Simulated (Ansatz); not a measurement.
Geometry optimisation, Ansatz, RKS PBE-D4/def2-SVP.

The input (input.yaml):

```yaml
crystal:
  periodic: [false, false, false]
  atoms:
    - { symbol: B, position_ang: [-1.2404, -0.6021, 0.9857] }
    - { symbol: C, position_ang: [-0.5019, 0.2089, -0.176] }
    - { symbol: Cl, position_ang: [-1.4739, 1.0855, -1.4321] }
    - { symbol: C, position_ang: [0.7815, -0.5237, -0.7373] }
    - { symbol: C, position_ang: [0.9167, 0.6802, 0.1348] }
    - { symbol: Cl, position_ang: [1.5115, 2.1296, -0.7462] }
    - { symbol: H, position_ang: [-1.3611, -0.0731, 2.0517] }
    - { symbol: H, position_ang: [-1.769, -1.5758, 0.7361] }
    - { symbol: H, position_ang: [0.9208, -0.3488, -1.7696] }
    - { symbol: H, position_ang: [0.9779, -1.4896, -0.2106] }
    - { symbol: H, position_ang: [1.3033, 0.4519, 1.1839] }
basis:
  gaussian: { orbitals: def2-SVP }
hamiltonian:
  xc: pbe
  dispersion: d4
relax:
  f_tol: 0.02
  max_steps: 50
```

Command:

```bash
$ ansatz run input.yaml --threads 2 --pin off --max-ram 3072MiB --backend cpu --events-out ev --progress --plain --runs-dir out
```

Q: Where does it end, and by what steps?

A: The run converged. After 25 steps the energy has fallen by 0.828 eV; H8 moved furthest, 1.39 Å.

| step | energy less start (eV) | largest force component (eV/Å) | accepted |
| --- | --- | --- | --- |
| 0 | 0.0000 | 2.599 | yes |
| 1 | -0.3146 | 1.691 | yes |
| 2 | -0.5152 | 0.659 | yes |
| 3 | -0.5861 | 0.351 | yes |
| 4 | -0.6146 | 0.136 | yes |
| 5 | -0.6220 | 0.090 | yes |
| 6 | -0.6250 | 0.099 | yes |
| 7 | -0.6358 | 0.445 | yes |
| 8 | -0.6438 | 0.709 | yes |
| 9 | -0.7223 | 0.536 | yes |
| 10 | -0.7790 | 0.391 | yes |
| 11 | -0.7711 | 0.856 | no |
| 12 | -0.8012 | 0.144 | yes |
| 13 | -0.8105 | 0.078 | yes |
| 14 | -0.8164 | 0.114 | yes |
| 15 | -0.8203 | 0.188 | yes |
| 16 | -0.8215 | 0.144 | yes |
| 17 | -0.8211 | 0.278 | no |
| 18 | -0.8202 | 0.224 | no |
| 19 | -0.8247 | 0.034 | yes |
| 20 | -0.8249 | 0.171 | yes |
| 21 | -0.8261 | 0.202 | yes |
| 22 | -0.8271 | 0.078 | yes |
| 23 | -0.8275 | 0.043 | yes |
| 24 | -0.8276 | 0.024 | yes |
| 25 | -0.8278 | 0.013 | yes |

```xyz
11
Properties=species:S:1:pos:R:3
B -1.287 -0.535 0.919
C -0.501 -0.010 -0.291
Cl -1.416 0.696 -1.645
C 0.895 -0.545 -0.637
C 0.825 0.728 0.120
Cl 1.223 2.257 -0.642
H -0.651 -1.050 1.823
H -2.491 -0.414 1.009
H 1.158 -0.466 -1.703
H 1.244 -1.456 -0.126
H 1.066 0.738 1.193
```

Run time: 33 s on 2 threads of Intel(R) Xeon(R) 6975P-C (Granite Rapids), on a shared host, peak memory 0.19 GiB.
